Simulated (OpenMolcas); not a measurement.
What dynamic correlation does to the levels of W3+

```
Program             : OpenMolcas 26.06
Basis               : ANO-RCC-VQZP [9s8p6d4f3g2h]
Scalar Hamiltonian  : DKH2, point nucleus
Active space        : 3 electrons in 10 orbitals (5d 6d)
State averaging     : 2S+1 = 4 even, 10 roots; 2S+1 = 2 even, 40 roots
Spin-orbit coupling : state interaction with AMFI integrals over the reference wave functions, term energies averaged over their components
```

Methods on the same reference wave functions:
A. CASSCF
B. SS-CASPT2, IPEA 0.25 Eh, imaginary shift 0.1 Eh (closed shells correlated: 5s 5p)
C. MS-CASPT2, IPEA 0.25 Eh, imaginary shift 0.1 Eh (closed shells correlated: 5s 5p)
D. XMS-CASPT2, IPEA 0.25 Eh, imaginary shift 0.1 Eh (closed shells correlated: 5s 5p)

Energies in cm-1 above 5d3 4F 3/2, the measured ground level; measured values from the list in J. Phys. B 45, 035001 (2012).

```tsv
Level	A	B	C	D	Measured
5d3 4F 3/2	0.0	0.0	0.0	0.0	0.0
5d3 4F 5/2	3429	3770	3780	3720	3537
5d3 4F 7/2	6818	7070	7090	7040	6745
5d3 4F 9/2 [70 %]	9765	9620	9640	9670	9256
5d3 2G 7/2	17689	15650	15680	16000	15261
5d3 2H 9/2 [53 %]	18251	16780	16800	16930	
5d3 4P 5/2	19484	18030	18020	18010	17190
5d3 2H 11/2	24951	23160	23180	23300	22223
5d3 2G 9/2 [52 %]	26933	25060	25090	25320	
5d3 2D 5/2(1)	27352	24010	24150	24590	22766
5d3 2F 7/2	34580	29980	30000	30260	28412
5d3 2F 5/2	34690	29960	30010	30200	27938
5d3 2D 5/2(2)	51611	45960	45880	45610	43287
5d3 2D 3/2(2)	51715	45900	46060	45710
```

Deviations, from unrounded energies. A percentage is the sum of absolute deviations over the sum of measured energies, with the sign that they share, or ± where signs differ.

```
                        Against measurement  Levels      A     B     C     D
             mean absolute deviation (cm-1)      10   3400  1100  1100  1200
      fine structure of the ground term (%)       3   ±3.5  +4.7  +5.0  +4.6
other terms of the ground configuration (%)       7  +18.8  +5.5  +5.6  +6.2
```

B, C lie about equally close to measurement and A furthest from it. The largest miss of B in the table is 5d3 2D 5/2(2), by +2700 cm-1. The ranking rests on the paired levels alone, and a cruder setting can come out closer through cancelling errors.

Among B to D the level of the table that moves most is 5d3 2D 5/2(1), by 580 cm-1 (lowest in B, highest in D). Moves below CASPT2's spread within the term are not significant.

The mean deviations of B to D differ by less than CASPT2's widest spread within a term (560 cm-1), so their order carries little weight.

From A to B the spin-free energies of the other terms of 5d3 shown, above 4F, scale by factors of 0.77 to 0.86, as is usual when dynamic correlation screens the repulsion within a d or f shell.

The lowest spin-free term lies below A's lowest term by 0.268 hartree in B, 0.268 hartree in C, 0.270 hartree in D.

CASPT2 breaks the degeneracy within a term, and the mean is taken; among the terms shown or strongly mixed into the levels shown the widest spread is 560 cm-1 (5d3 4F, C). Over all roots computed the reference weight is 0.89 to 0.96 in B, 0.89 to 0.96 in C, 0.90 to 0.96 in D; the roots of lowest weight are the least certain, and an intruder state may touch them. Active for correlation alone: 6d; no level in the range computed is led by a configuration that fills it, so any true level of that kind is missing. The CASPT2 spread within a term exceeds the gap to the next term for 5d3 2D(1) and 5d3 2H, so the order of their levels is uncertain (figures for B; the like holds for C, D). Without dynamic correlation excited terms often stand tens of per cent too high (terms of higher spin than the ground term too low), and those without a measured partner can miss by more than the paired ones (holds for A). Some levels mix across a computed gap that differs much from the measured one, so their mixing is not that of the real levels (holds for A). Measured partners are found by configuration, term and J. A level has none where our copy of the source lacks it or the pairing is in doubt (some pairs that miss far off the trend of their configuration count as doubtful), and it then counts in no deviation. Only configurations of the active space appear. Levels that lie high or do not pair safely by name in every column are left out.

A share in square brackets marks a mixed level and gives the weight of the term that names it, the lowest over the columns. A number in round brackets counts repeated terms of one configuration in the order of the reference energies.
